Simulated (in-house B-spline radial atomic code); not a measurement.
RPA and G0W0 for neutral bismuth, [Xe] 4f14 5d10 6s2 6p3, highest spin, as one setting changes: the radius of a hard wall (bohr). Start: Hartree-Fock. A dash marks a level of low quasi-particle weight. Computed with a B-spline radial code for spherical atoms: all electrons, scalar-relativistic (spin-free one-electron X2C), finite nucleus, each spin shell either full or empty, empty states to l = 9 with an (l + 1/2)⁻⁴ tail; G0W0 by contour deformation at full frequency.

Without the two-electron picture change, the correlation of inner shells comes somewhat too large for so heavy an element.

Spin-orbit coupling, left out, splits p levels strongly here.

```tsv
radius of a hard wall (bohr)	mean-field level (eV)	G0W0 level (eV)	RPA correlation (Eh)
2	118.09	-	-7.2787
2.5	44.31	6p up 43.20	-7.107
3	16.353	6p up 15.450	-7.0381
3.5	4.263	6p up 3.463	-6.9988
4	-1.574	6p up -2.314	-6.9741
5	-6.328	6p up -6.985	-6.9489
6	?	?	?
8	?	?	?
12	-8.695	6p up -9.152	-6.9312
```

Q: What belongs in the row for 8?

A: mean-field level (eV): -8.596; G0W0 level (eV): 6p up -9.096; RPA correlation (Eh): -6.9333.

Q: What belongs in the row for 6?

A: mean-field level (eV): -7.868; G0W0 level (eV): 6p up -8.458; RPA correlation (Eh): -6.9391.
